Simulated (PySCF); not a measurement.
Ti(F)3(OH)(OH2) (F₃H₃O₂Ti), SMILES [OH][Ti](<-[OH2])([F])([F])[F], multiplicity 1.

The structure is a stationary point at B3LYP-D3(BJ)/def2-SVP. The spin state was assumed, not searched. Other conformers were not sampled.

These are TDDFT-B3LYP/def2-SVPD (PySCF) values and carry that method's errors.

Vertical excitations. Isolated molecule, no solvent.

```json
[
 {"state": "S1", "energy (eV)": "5.37", "λ (nm)": "231", "f": "0.001", "main pairs": "HOMO→LUMO 94 %"},
 {"state": "S2", "energy (eV)": "5.61", "λ (nm)": "221", "f": "0.002", "main pairs": "HOMO−1→LUMO 58 %, HOMO→LUMO+1 39 %"},
 {"state": "S3", "energy (eV)": "5.70", "λ (nm)": "218", "f": "0.002", "main pairs": "HOMO−1→LUMO+1 90 %"},
 {"state": "S4", "energy (eV)": "6.14", "λ (nm)": "202", "f": "0.026", "main pairs": "HOMO→LUMO+1 35 %, HOMO−1→LUMO 32 %, HOMO−2→LUMO 18 %, HOMO→LUMO+3 7 %"},
 {"state": "S5", "energy (eV)": "6.30", "λ (nm)": "197", "f": "0.012", "main pairs": "HOMO−2→LUMO 75 %"},
 {"state": "S6", "energy (eV)": "6.38", "λ (nm)": "194", "f": "0.004", "main pairs": "HOMO−2→LUMO+1 92 %"},
 {"state": "S7", "energy (eV)": "6.65", "λ (nm)": "186", "f": "0.000", "main pairs": "HOMO→LUMO+2 98 %"},
 {"state": "S8", "energy (eV)": "6.85", "λ (nm)": "181", "f": "0.003", "main pairs": "HOMO−1→LUMO+2 46 %, HOMO→LUMO+3 41 %"},
 {"state": "S9", "energy (eV)": "6.93", "λ (nm)": "179", "f": "0.002", "main pairs": "HOMO−1→LUMO+3 52 %, HOMO−1→LUMO+2 33 %"},
 {"state": "S10", "energy (eV)": "7.00", "λ (nm)": "177", "f": "0.011", "main pairs": "HOMO−1→LUMO+3 33 %, HOMO→LUMO+3 31 %, HOMO−1→LUMO+2 14 %, HOMO−1→LUMO+4 10 %"},
 {"state": "T1", "energy (eV)": "5.05", "λ (nm)": "246", "f": "0", "main pairs": "HOMO→LUMO+1 83 %"},
 {"state": "T2", "energy (eV)": "5.18", "λ (nm)": "239", "f": "0", "main pairs": "HOMO→LUMO 85 %"},
 {"state": "T3", "energy (eV)": "5.28", "λ (nm)": "235", "f": "0", "main pairs": "HOMO−1→LUMO 81 %"},
 {"state": "T4", "energy (eV)": "5.48", "λ (nm)": "226", "f": "0", "main pairs": "HOMO−1→LUMO+1 82 %"}
]
```
Triplets are in the Tamm–Dancoff approximation, which puts them higher than full response would, so one can lie above its singlet here.
